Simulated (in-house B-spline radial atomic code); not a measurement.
## LDA VWN5 excitations of the arsenic ion As³⁺

Method: LDA VWN5. Computed with a B-spline radial code for spherical atoms: linear response of the closed shell [Ar] 3d10 4s2 with the functional's adiabatic kernel; non-relativistic, point nucleus, no spin-orbit coupling, no double excitations, S, P, D and F terms only; shells from n = 2 respond. Only terms of natural parity with L up to 3 were computed.

Without relativity these are model numbers for so heavy an element.

Command:
```bash
python run_td.py task.json out
```
Settings (radii: box in bohr, nucleus in fm):
```
Z                        33
electrons                30
configuration            [Ar] 3d10 4s2
hamiltonian              nr
method                   lda,vwn
box_radius               23.08
intervals                55
```

Cost of the run: 1.1 s on 1 thread of Arm Neoverse N1 (shared host).

The lowest states, in the order of their Tamm-Dancoff energies; the method's threshold (minus the highest occupied level) is 44.18 eV. Labels give the largest channel, * marks a mixed state, and oscillator strengths are full-response dipole values. Semilocal kernels can invert the small singlet-triplet splittings of Rydberg terms. Energies in eV:

| state | full response | Tamm-Dancoff | oscillator strength |
| --- | --- | --- | --- |
| 4s → 4p 3P | 9.656 | 9.749 | - |
| 4s → 4p 1P | 13.782 | 14.408 | 1.59 |
| 4s → 4d 3D | 25.170 | 25.190 | - |
| 4s → 4d 1D | 26.025 | 26.041 | - |
| 4s → 5s 3S | 27.018 | 27.023 | - |
| 4s → 5s 1S | ? | ? | - |
| 4s → 5p 3P | 30.44 | 30.45 | - |
| 4s → 5p 1P | ? | ? | ? |
| 4s → 4f 1F | 34.72 | 34.72 | - |
| 4s → 4f 3F | 34.82 | 34.82 | - |
| 4s → 5d 3D | 35.23 | 35.23 | - |
| 4s → 5d 1D | 35.38 | 35.38 | - |
| 4s → 6s 3S | 35.41 | 35.41 | - |
| 4s → 6s 1S | 35.57 | 35.58 | - |
| 4s → 6p 3P | 36.72 | 36.72 | - |
| 4s → 6p 1P | 36.78 | 36.80 | 0.0149 |

Problem. Where does 4s → 5p 1P lie?

Solution. At 30.65 eV in full response, 30.71 eV in Tamm-Dancoff, oscillator strength 0.0239.

Problem. Where does 4s → 5s 1S lie?

Solution. At 27.601 eV in full response, 27.627 eV in Tamm-Dancoff.

Problem. How large is the singlet-triplet splitting of 4s → 4p (P terms) in Tamm-Dancoff?

Solution. 4.66 eV, from the unrounded values.

Problem. What polarisabilities and dispersion coefficient does the method give?

Solution. Dipole 6.934 bohr³, quadrupole 15.28 bohr⁵, C6 21.71 hartree·bohr⁶ for two such species.
